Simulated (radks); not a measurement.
Results of a calculation; reference values are marked as such.
Q: These are the eigenvalues of the occupied orbitals of an atom or ion with whole-number occupations (eV). Level of theory: scalar-relativistic Kohn-Sham, r2SCAN, spin-unpolarised, spherical densities, finite nucleus; meta-GGA in the generalised Kohn-Sham scheme; Fermi nuclear charge, rms radius of each element as measured or else 0.836 A^(1/3) + 0.57 fm (a radial shooting solver on a logarithmic mesh with Libxc functionals).

1s: -3206.941
2s: -370.8158
2p: -301.7457
3s: -82.4533
3p: -65.5189

Which element is it, and in what charge state? The configuration may be excited.

A: Z = 18, argon, charge +4: Ar4+ in [Ne] 3s2 3p2. The list shows which subshells hold electrons but not how many an open one holds; the 1s level, -117.85 hartree, gives Z - s = 15.4 by -(Z - s)^2/2, which with screening and relativity narrows Z to a few neighbours, and the depths of the outer levels then fix element, charge and occupations together.
